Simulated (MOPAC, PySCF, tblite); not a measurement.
Breaking a bond: BF, singlet.

PM6, restricted, heats of formation (MOPAC); UKS-B3LYP/6-31G* = unrestricted B3LYP/6-31G*, spherical d (PySCF); GFN2-xTB, 300 K electronic temperature (tblite); UCCSD(T) = CCSD(T) on UHF/cc-pVDZ, 2 core orbitals frozen in PySCF.

Energies relative to the lowest point of each curve near equilibrium, in kcal/mol; the last columns give the difference from UCCSD(T):

| R / Å | PM6 | UKS-B3LYP/6-31G* | GFN2-xTB | UCCSD(T) | PM6 − UCCSD(T) | UKS-B3LYP/6-31G* − UCCSD(T) | GFN2-xTB − UCCSD(T) |
|---|---|---|---|---|---|---|---|
| 0.96 | 86.1 | 127.4 | 143.0 | 133.9 | -47.8 | -6.5 | 9.1 |
| 1.01 | 56.4 | 78.2 | 81.5 | 84.1 | -27.7 | -5.9 | -2.6 |
| 1.07 | 31.0 | 39.6 | 36.8 | 44.5 | -13.5 | -4.9 | -7.7 |
| 1.14 | 12.4 | 14.2 | 10.4 | 17.6 | -5.2 | -3.4 | -7.2 |
| 1.19 | 4.8 | 4.9 | 2.3 | 7.1 | -2.3 | -2.3 | -4.8 |
| 1.23 | 1.3 | 1.1 | 0.0 | 2.4 | -1.1 | -1.3 | -2.4 |
| 1.26 | 0.1 | 0.0 | 0.0 | 0.6 | -0.5 | -0.6 | -0.6 |
| 1.31 | 0.0 | 0.6 | 2.5 | 0.0 | 0.0 | 0.6 | 2.5 |
| 1.35 | 1.4 | 2.7 | 6.0 | 1.3 | 0.2 | 1.4 | 4.7 |
| 1.38 | 3.2 | 5.0 | 9.2 | 3.0 | 0.2 | 2.0 | 6.2 |
| 1.48 | 12.2 | 15.8 | 22.4 | 12.0 | 0.2 | 3.8 | 10.3 |
| 1.58 | 24.1 | 29.1 | 37.0 | 24.1 | -0.1 | 4.9 | 12.8 |
| 1.71 | 41.0 | 47.3 | 56.0 | 41.6 | -0.6 | 5.8 | 14.4 |
| 1.89 | 64.1 | 71.7 | 80.3 | 65.6 | -1.6 | 6.0 | 14.7 |
| 2.06 | 83.4 | 92.3 | 100.7 | 86.5 | -3.1 | 5.8 | 14.2 |
| 2.28 | 103.3 | 115.4 | 122.6 | 111.6 | -8.4 | 3.7 | 11.0 |
| 2.52 | 118.7 | 135.8 | — | 132.8 | -14.1 | 3.0 | — |
| 2.81 | 131.7 | 150.8 | — | 151.4 | -19.7 | -0.6 | — |
| 3.09 | 141.0 | 159.3 | — | 159.7 | -18.8 | -0.4 | — |
| 3.43 | 149.9 | 165.8 | — | 163.1 | -13.2 | 2.7 | — |
| 3.75 | 156.9 | 169.7 | — | 164.1 | -7.2 | 5.6 | — |
| 4.45 | 168.9 | 174.0 | — | 164.8 | 4.1 | 9.2 | — |
| 5.07 | 177.1 | 175.3 | — | 164.9 | 12.2 | 10.4 | — |

PM6 is furthest from UCCSD(T) at 0.96 (-47.8 kcal/mol, below); its mean absolute difference over the points is 8.8 kcal/mol.

UKS-B3LYP/6-31G* is furthest from UCCSD(T) at 5.07 (10.4 kcal/mol, above); its mean absolute difference over the points is 3.9 kcal/mol.

GFN2-xTB is furthest from UCCSD(T) at 1.89 (14.7 kcal/mol, above); its mean absolute difference over the points is 7.8 kcal/mol.

A dash means that the run gave no value there, or that the column was ended at a point which the program doubted or which failed a test of continuity chosen for this set; such a test can also cut sound points.

The restricted form behind PM6 keeps the bonding electrons paired and can't separate into open-shell fragments. The unrestricted determinant behind UKS-B3LYP/6-31G* is spin-contaminated at 2.52 to 5.07 Å (<S²> up to 0.8, against 0.00 for a pure singlet). The unrestricted determinant behind UCCSD(T) is spin-contaminated at 1.58 to 5.07 Å (<S²> up to 1.0, against 0.00 for a pure singlet).
